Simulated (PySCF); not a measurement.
C₆H₁₃, doublet, at a GFN2-xTB geometry; CCSD(T)/STO-3G (PySCF).

Input for PySCF:
```python
from pyscf import gto, scf, cc

mol = gto.Mole()
mol.atom = '''
    C    -2.75616312   -0.20561197    0.21276207
    C    -1.78454608    0.34115459   -0.75813841
    C    -0.36833833   -0.07787926   -0.76501162
    C     0.47699560    0.72934297    0.24942291
    C     1.96728692    0.39989938    0.18541199
    C     2.29100802   -1.01760492    0.64259801
    H    -2.43036344   -1.17449609    0.58708687
    H    -3.74337372   -0.31406975   -0.24055654
    H    -2.88342474    0.46072730    1.07634029
    H    -2.06746123    1.21659395   -1.31898910
    H     0.06525893    0.07423610   -1.75750878
    H    -0.29501304   -1.13731544   -0.50994433
    H     0.10161226    0.53347479    1.25569411
    H     0.33847710    1.79290047    0.04232314
    H     2.32530831    0.54255798   -0.83693164
    H     2.50353754    1.10698358    0.82389160
    H     1.85952607   -1.75394638   -0.03040284
    H     1.90061025   -1.19301961    1.64295739
    H     3.36784771   -1.17043147    0.66376993
'''
mol.basis = 'sto-3g'
mol.spin = 1
mol.verbose = 4
mol.build()

mf = scf.UHF(mol)
mf.kernel()

mycc = cc.CCSD(mf, frozen=6)
mycc.kernel()
et = mycc.ccsd_t()
print('E(CCSD(T)) = %.10f' % (mycc.e_tot + et))
```

What the program printed (banner, timings and long lists left out):

```
PySCF version 2.14.0

[INPUT] verbose = 4
[INPUT] num. atoms = 19
[INPUT] num. electrons = 49
[INPUT] charge = 0
[INPUT] spin (= nelec alpha-beta = 2S) = 1
[INPUT] symmetry False subgroup None
[INPUT] Mole.unit = angstrom
[INPUT] Symbol           X                Y                Z      unit          X                Y                Z       unit  Magmom
[INPUT]  1 C     -2.756163120000  -0.205611970000   0.212762070000 AA   -5.208393451427  -0.388550311232   0.402062041996 Bohr   0.0
[INPUT]  2 C     -1.784546080000   0.341154590000  -0.758138410000 AA   -3.372303347866   0.644688741238  -1.432673959413 Bohr   0.0
[INPUT]  3 C     -0.368338330000  -0.077879260000  -0.765011620000 AA   -0.696058564880  -0.147170472184  -1.445662443910 Bohr   0.0
[INPUT]  4 C      0.476995600000   0.729342970000   0.249422910000 AA    0.901391046623   1.378258464177   0.471340989092 Bohr   0.0
[INPUT]  5 C      1.967286920000   0.399899380000   0.185411990000 AA    3.717633487239   0.755700305583   0.350377881311 Bohr   0.0
[INPUT]  6 C      2.291008020000  -1.017604920000   0.642598010000 AA    4.329377706982  -1.922994601810   1.214334247091 Bohr   0.0
[INPUT]  7 H     -2.430363440000  -1.174496090000   0.587086870000 AA   -4.592721284756  -2.219475944473   1.109433395628 Bohr   0.0
[INPUT]  8 H     -3.743373720000  -0.314069750000  -0.240556540000 AA   -7.073951112694  -0.593505811511  -0.454585978073 Bohr   0.0
[INPUT]  9 H     -2.883424740000   0.460727300000   1.076340290000 AA   -5.448883059395   0.870648415110   2.033988364935 Bohr   0.0
[INPUT] 10 H     -2.067461230000   1.216593950000  -1.318989100000 AA   -3.906935497856   2.299029370303  -2.492528160287 Bohr   0.0
[INPUT] 11 H      0.065258930000   0.074236100000  -1.757508780000 AA    0.123321504882   0.140285897556  -3.321210255718 Bohr   0.0
[INPUT] 12 H     -0.295013040000  -1.137315440000  -0.509944330000 AA   -0.557493848775  -2.149214698839  -0.963655122475 Bohr   0.0
[INPUT] 13 H      0.101612260000   0.533474790000   1.255694110000 AA    0.192019342298   1.008121247460   2.372917964129 Bohr   0.0
[INPUT] 14 H      0.338477100000   1.792900470000   0.042323140000 AA    0.639629018437   3.388090856904   0.079979143332 Bohr   0.0
[INPUT] 15 H      2.325308310000   0.542557980000  -0.836931640000 AA    4.394195861075   1.025285988897  -1.581571584583 Bohr   0.0
[INPUT] 16 H      2.503537540000   1.106983580000   0.823891600000 AA    4.731000293167   2.091895790591   1.556929480330 Bohr   0.0
[INPUT] 17 H      1.859526070000  -1.753946380000  -0.030402840000 AA    3.513994993789  -3.314478295372  -0.057453041009 Bohr   0.0
[INPUT] 18 H      1.900610250000  -1.193019610000   1.642957390000 AA    3.591632842041  -2.254480324135   3.104739501430 Bohr   0.0
[INPUT] 19 H      3.367847710000  -1.170431470000   0.663769930000 AA    6.364309801144  -2.211794925872   1.254343377422 Bohr   0.0

nuclear repulsion = 240.735497683084
number of shells = 31
number of NR pGTOs = 129
number of NR cGTOs = 43
basis = sto-3g
ecp = {}

******** <class 'pyscf.scf.uhf.UHF'> ********
method = UHF
initial guess = minao
damping factor = 0
level_shift factor = 0
DIIS = <class 'pyscf.scf.diis.CDIIS'>
diis_start_cycle = 1
diis_space = 8
diis_damp = 0
SCF conv_tol = 1e-09
SCF conv_tol_grad = None
SCF max_cycles = 50
direct_scf = True
direct_scf_tol = 1e-13
number electrons alpha = 25  beta = 24
Set gradient conv threshold to 3.16228e-05
init E= -232.890883878222

cycle= 1 E= -231.933865616516  delta_E= 0.957  |g|= 0.211  |ddm|= 3.52
cycle= 2 E= -231.978259040153  delta_E= -0.0444  |g|= 0.0648  |ddm|= 0.382
cycle= 3 E= -231.983308897218  delta_E= -0.00505  |g|= 0.0171  |ddm|= 0.147
cycle= 4 E= -231.983689118949  delta_E= -0.00038  |g|= 0.0088  |ddm|= 0.0314
cycle= 5 E= -231.983830137393  delta_E= -0.000141  |g|= 0.00248  |ddm|= 0.0284
cycle= 6 E= -231.983841830081  delta_E= -1.17e-05  |g|= 0.000826  |ddm|= 0.0083
cycle= 7 E= -231.983843125005  delta_E= -1.29e-06  |g|= 0.000373  |ddm|= 0.00245
cycle= 8 E= -231.983843435345  delta_E= -3.1e-07  |g|= 0.000116  |ddm|= 0.00143
cycle= 9 E= -231.983843462691  delta_E= -2.73e-08  |g|= 3.12e-05  |ddm|= 0.000444
cycle= 10 E= -231.983843464324  delta_E= -1.63e-09  |g|= 1.55e-05  |ddm|= 8.65e-05
cycle= 11 E= -231.983843464785  delta_E= -4.61e-10  |g|= 6.17e-06  |ddm|= 5.03e-05
Extra cycle  E= -231.983843464834  delta_E= -4.93e-11  |g|= 4.06e-06  |ddm|= 1.02e-05
converged SCF energy = -231.983843464834  <S^2> = 0.76535629  2S+1 = 2.0152978

******** <class 'pyscf.cc.uccsd.UCCSD'> ********
CC2 = 0
CCSD nocc = (np.int64(19), np.int64(18)), nmo = (37, 37)
frozen orbitals 6
max_cycle = 50
direct = 0
conv_tol = 1e-07
conv_tol_normt = 1e-06
diis_space = 6
diis_start_cycle = 0
diis_start_energy_diff = 1e+09
Init t2, MP2 energy = -0.290792427256363
Init E_corr(UCCSD) = -0.29079242727039
cycle = 1  E_corr(UCCSD) = -0.357253985598543  dE = -0.0664615583  norm(t1,t2) = 0.0920626
cycle = 2  E_corr(UCCSD) = -0.377693043379573  dE = -0.0204390578  norm(t1,t2) = 0.0356049
cycle = 3  E_corr(UCCSD) = -0.3904325222425  dE = -0.0127394789  norm(t1,t2) = 0.0161641
cycle = 4  E_corr(UCCSD) = -0.390555349549154  dE = -0.000122827307  norm(t1,t2) = 0.00363615
cycle = 5  E_corr(UCCSD) = -0.390602598727595  dE = -4.72491784e-05  norm(t1,t2) = 0.00112877
cycle = 6  E_corr(UCCSD) = -0.390617529510888  dE = -1.49307833e-05  norm(t1,t2) = 0.000420257
cycle = 7  E_corr(UCCSD) = -0.390609641936604  dE = 7.88757428e-06  norm(t1,t2) = 0.00014301
cycle = 8  E_corr(UCCSD) = -0.390610263695714  dE = -6.21759109e-07  norm(t1,t2) = 4.25953e-05
cycle = 9  E_corr(UCCSD) = -0.390611022907671  dE = -7.59211957e-07  norm(t1,t2) = 2.09392e-05
cycle = 10  E_corr(UCCSD) = -0.390611044647745  dE = -2.17400739e-08  norm(t1,t2) = 7.81204e-06
cycle = 11  E_corr(UCCSD) = -0.390610772953714  dE = 2.71694031e-07  norm(t1,t2) = 2.09428e-06
cycle = 12  E_corr(UCCSD) = -0.390610623679099  dE = 1.49274615e-07  norm(t1,t2) = 9.22738e-07
cycle = 13  E_corr(UCCSD) = -0.390610570499395  dE = 5.31797038e-08  norm(t1,t2) = 4.38481e-07
UCCSD converged
E(UCCSD) = -232.3744540353334  E_corr = -0.3906105704993954
UCCSD(T) correction = -0.00237946382032219
E(CCSD(T)) = -232.3768334992
```
